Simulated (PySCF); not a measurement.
[NdF3(H2O)]−: from a saddle point downhill

PySCF 2.14.0, RKS PBE0, Nd lcecp-0-SVP with ECP50, F def2-SVP, O def2-SVP, H def2-SVP; non-relativistic Hamiltonian with scalar-relativistic core potentials where named; density fitting; no spin-orbit coupling. Relaxed within the symmetry of its start, the geometry (Cs) is

```xyz
7

Nd    0.1815   -0.0631    0.0631
F     1.2758    1.1554    1.5976
F    -2.1102   -0.3702    0.3702
F     1.2758   -1.5976   -1.1554
O    -1.8637    1.4018   -1.4018
H    -2.1488    1.4765   -0.4740
H    -2.1488    0.4740   -1.4765
```

and its lowest harmonic modes are -461, 51, 62, 100, 101, 136 cm⁻¹ (negative: unstable). It was moved along the lowest mode and relaxed again.

Task: Where does it end, and how much lower?

Result: In C1, 0.342 eV lower, after 22 steps:
```xyz
7

Nd    0.1468    0.1352    0.2112
F     1.5536    1.0479    1.7054
F    -2.1873   -0.1308    0.6425
F     0.9606   -1.3641   -1.2409
O    -1.8547    1.2416   -1.3475
H    -2.2145    0.6934   -0.5563
H    -1.9429    0.6462   -2.0988
```

Task: How do the contacts change?

Result: 
| contact | saddle (Å) | end (Å) |
| --- | --- | --- |
| Nd1–F2 (F) | 2.244 | 2.246 |
| Nd1–F3 (F) | 2.332 | 2.388 |
| Nd1–F4 (F) | 2.244 | 2.240 |
| Nd1–H6 (H2O) | 2.844 | 2.545 |
Short contacts between ligands at the end: H6···F3 1.46 Å.

Task: Is the end a minimum?

Result: Yes; lowest modes 54, 58, 86, 101, 177, 267 cm⁻¹.

An lcecp potential fixes the number of 4f electrons, so in runs with it no electron can move into or out of that shell; real Nd(II) is rare or takes another configuration.

State: singlet in the valence, with the 4f electrons in the core potential.
